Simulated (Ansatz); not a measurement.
Abridged output of a molecular run in Ansatz:

```
Functional definition: HF
1470 factors; integrals over basis functions are off by at most 1.4e-3 eV
mean field evaluation 1: about -16270.7950 eV, gradient 3.1e1 eV
mean field evaluation 2: about -16270.9593 eV, gradient 3.1e1 eV
mean field evaluation 4: about -16274.2184 eV, gradient 3.6e0 eV
mean field evaluation 8: about -16274.2799 eV, gradient 1.7e-1 eV
mean field -16274.28013702 eV, -598.0687639322 hartree, gradient 2.0e-6 eV, S^2 0.000000; 0 other end points of the search recorded, 0 dependent functions left out
12 core orbitals not correlated: weight in the atoms' cores, before any rotation towards them, 1.000 or more for the frozen orbitals, at most 0.000 for the correlated occupied ones
reference -16274.28013702 eV, -598.0687639322 hartree; 11, 11 occupied and 235, 235 virtual orbitals, 1470 factors
second order -13.36756054 eV of doubles, -0.00000000 eV of singles
cycle   1  -14.51851054 eV  change    -1.2e0 eV  update   9.2e-2
cycle   2  -15.01532884 eV  change   -5.0e-1 eV  update   3.0e-2
cycle   3  -15.07376092 eV  change   -5.8e-2 eV  update   1.2e-2
cycle   4  -15.06688256 eV  change    6.9e-3 eV  update   4.1e-3
cycle   5  -15.06601066 eV  change    8.7e-4 eV  update   1.7e-3
cycle   6  -15.06570260 eV  change    3.1e-4 eV  update   6.1e-4
cycle   7  -15.06570618 eV  change   -3.6e-6 eV  update   2.3e-4
cycle   8  -15.06579746 eV  change   -9.1e-5 eV  update   1.1e-4
cycle   9  -15.06580043 eV  change   -3.0e-6 eV  update   3.8e-5
cycle  10  -15.06578304 eV  change    1.7e-5 eV  update   1.6e-5
perturbative correction -0.55501820 eV, -0.0203965426 hartree
Total energy: -16289.90093826 eV, -598.6428177895 hartree
```

Its atoms:

Cartesian coordinates in Å:
```
Al -1.085 -1.347 0.957
C -1.230 0.539 0.319
B -0.272 0.485 -0.838
Si 1.732 0.598 -0.622
H 0.253 -1.824 1.653
H -2.359 -2.279 0.855
H -0.880 1.020 1.243
H -2.295 0.694 0.135
H -0.699 0.253 -1.939
H 2.373 -0.698 -0.998
H 2.295 1.637 -1.532
H 2.165 0.923 0.768
```

Task: Which basis set was used?
A. cc-pV(D+d)Z
B. def2-SVP
C. def2-TZVPP
D. def2-TZVPPD

Result: C. It gives 258 functions.

Task: Write the keys of the input that set method, charge and spin (a neutral closed shell needs none for the last two).

Result: 
```yaml
correlation: {method: ccsd_t}
```
